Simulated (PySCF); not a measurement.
Partial charges of `CO[SiH2]CS(C)(=O)=O`

Species: C3H10O3SSi.
SMILES with atom numbers: `[CH3:1][O:2][SiH2:3][CH2:4][S:5]([CH3:6])(=[O:7])=[O:8]` (hydrogens: H9, H10, H11 on C1; H12, H13 on Si3; H14, H15 on C4; H16, H17, H18 on C6)

Geometry (GFN2-xTB, Å), atoms numbered from 1 in this order:
```
atom  x, y, z in Å
C1    -3.566   -0.570    0.210
O2    -2.219   -0.600   -0.150
Si3   -1.015    0.250    0.531
C4     0.442   -0.351   -0.505
S5     1.762    0.580    0.236
C6     3.267    0.098   -0.671
O7     1.917    0.159    1.601
O8     1.532    1.978   -0.002
H9    -3.970    0.437    0.096
H10   -4.109   -1.255   -0.440
H11   -3.691   -0.877    1.249
H12   -0.848   -0.096    1.944
H13   -1.224    1.690    0.380
H14    0.395   -0.077   -1.551
H15    0.675   -1.401   -0.392
H16    4.096    0.649   -0.245
H17    3.414   -0.967   -0.543
H18    3.134    0.360   -1.712
```

Density: PBE0/pcSseg-1 (PySCF); schemes: Mulliken, IAO, Hirshfeld and ESP-fitted. Geometry: GFN2-xTB, one conformer, isolated molecule.

Problem. What partial charge does each atom carry?

Solution. In e:

```tsv
atom	environment	Mulliken	IAO	Hirshfeld	ESP-fitted
C1	methoxy carbon	-0.003	-0.199	-0.032	-0.197
O2	silyl ether oxygen	-0.639	-0.644	-0.232	-0.339
Si3	oxygen-bound silicon	+0.825	+1.016	+0.390	+0.652
C4	sp3 carbon bound to sulfur	-0.596	-0.775	-0.168	-0.763
S5	sulfonyl sulfur	+0.816	+2.006	+0.515	+1.184
C6	S-methyl carbon	-0.339	-0.628	-0.123	-0.639
O7	sulfonyl oxygen	-0.535	-0.904	-0.319	-0.564
O8	sulfonyl oxygen	-0.535	-0.904	-0.319	-0.564
H9	methyl hydrogen	+0.099	+0.130	+0.043	+0.105
H10	methyl hydrogen	+0.120	+0.155	+0.051	+0.123
H11	methyl hydrogen	+0.099	+0.130	+0.043	+0.106
H12	Si–H hydrogen	-0.074	-0.137	-0.078	-0.099
H13	Si–H hydrogen	-0.073	-0.137	-0.078	-0.100
H14	methylene hydrogen	+0.183	+0.182	+0.062	+0.246
H15	methylene hydrogen	+0.183	+0.182	+0.062	+0.243
H16	methyl hydrogen	+0.171	+0.186	+0.068	+0.220
H17	methyl hydrogen	+0.149	+0.171	+0.058	+0.194
H18	methyl hydrogen	+0.149	+0.171	+0.058	+0.192
```

Mean size of the charges over all atoms: IAO 0.481 e, ESP-fitted 0.363 e, Mulliken 0.310 e, Hirshfeld 0.150 e. Each set sums to the total charge, 0, to within 0.001 e. The Hirshfeld scheme weights the molecular density at each point by an atom's share of the summed free-atom densities.

Lowest charge. The schemes don't all agree: Mulliken O2 (-0.639); IAO O7 and O8 (-0.904); Hirshfeld O7 and O8 (-0.319); ESP-fitted C4 (-0.763).

Highest charge. The schemes don't all agree: Mulliken Si3 (+0.825); IAO S5 (+2.006); Hirshfeld S5 (+0.515); ESP-fitted S5 (+1.184).

Problem. How many electrons does the ESP-fitted scheme count on Si3?

Solution. Z − q = 14 − (+0.652) = 13.348.

Problem. How closely do the schemes follow one another over all atoms?

Solution. Correlation coefficient and root-mean-square difference: IAO with Hirshfeld 0.98, 0.484 e; IAO with ESP-fitted 0.97, 0.253 e; Mulliken with Hirshfeld 0.97, 0.216 e; Mulliken with IAO 0.95, 0.324 e; Mulliken with ESP-fitted 0.95, 0.154 e; Hirshfeld with ESP-fitted 0.94, 0.282 e.

Problem. Sum the charges by element, for elements with more than one atom.

Solution. 
```json
{"element": "C", "atoms": "3", "Mulliken": "-0.939", "IAO": "-1.602", "Hirshfeld": "-0.323", "ESP-fitted": "-1.598"}
{"element": "O", "atoms": "3", "Mulliken": "-1.709", "IAO": "-2.453", "Hirshfeld": "-0.870", "ESP-fitted": "-1.467"}
{"element": "H", "atoms": "10", "Mulliken": "+1.007", "IAO": "+1.033", "Hirshfeld": "+0.289", "ESP-fitted": "+1.230"}
```

The run behind these numbers computed NMR shieldings as well. Time: 45 s wall; peak memory 0.89 GiB. Hardware: Arm Neoverse V1, one thread, shared host with 32 logical CPUs at a one-minute load of 27.
